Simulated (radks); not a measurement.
Problem. All-electron atom: the iodine ion I15+ in [Kr] 4d1 6f1 (not the ground configuration). Method: scalar-relativistic Kohn-Sham, PBEsol, spin-polarised, spherical densities, finite nucleus; open shells are filled with parallel spins first (spin-orbit coupling, left out, can overturn this in heavy ions); Fermi nuclear charge, rms radius 4.75 fm; computed with a radial shooting solver on a logarithmic mesh with Libxc functionals. Some entries of the table are withheld. Estimate them.

orbital,occ.,eigenvalue (eV),<r> (bohr)
1s up,1,-33346.98,0.02724
1s down,1,-33346.97,0.02724
2s up,1,-5475.454,0.1172
2s down,1,-5474.937,0.1172
2p up,3,-4955.028,0.1025
2p down,3,-4954.626,0.1025
3s up,1,-1393.629,0.3126
3s down,1,-1393.218,0.3126
3p up,3,-1224.948,0.3101
3p down,3,-1224.506,0.3100
3d up,5,-974.1896,0.2855
3d down,5,-973.6296,0.2854
4s up,1,-510.0596,(1)
4s down,1,-508.1021,(2)
4p up,3,(3),(4)
4p down,3,(5),(6)
4d up,1,-366.6281,0.7570
4d down,0,-364.6540,0.7570
6f up,1,-108.1589,2.565

Solution. 
(1) 4s up <r> (bohr): 0.6904
(2) 4s down <r> (bohr): 0.6902
(3) 4p up eigenvalue (eV): -452.4274
(4) 4p up <r> (bohr): 0.7186
(5) 4p down eigenvalue (eV): -450.4563
(6) 4p down <r> (bohr): 0.7184
